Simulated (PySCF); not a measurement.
## Computed vibrations of PbH2

PbH2 (singlet). PySCF 2.14.0, RKS PBE, Pb def2-SVP with ECP60, H def2-SVP; non-relativistic Hamiltonian with scalar-relativistic core potentials where named; density fitting; no spin-orbit coupling. Central differences of gradients.

```xyz
3

Pb    0.0000    0.0000   -0.0128
H     1.3229    0.0000    1.3193
H    -1.3229    0.0000    1.3193
```

Run from Python with OMP_NUM_THREADS=2. Where DIIS fails, smearing, a level shift and second-order steps follow.
It took 2.7 s on 2 threads of Arm Neoverse V1 (shared host).

(1) What are the harmonic wavenumbers and infrared intensities?

(2) Is this a minimum?

## Answers

(1) Modes are labelled in C2v; negative numbers are unstable modes, those under 60 cm⁻¹ near the noise; a finer grid moves soft modes by up to 10 cm⁻¹.
```
cm⁻¹  km/mol  symmetry
 702    36.9        a1
1544   464.6        a1
1552   469.1        b2
```

(2) Yes. Ideal gas at 298.15 K and 1 bar: S = 238.3 J/(mol K), Cp = 37.2 J/(mol K), H − H(0 K) = 10.2 kJ/mol (rigid rotor, harmonic modes, spin degeneracy alone).
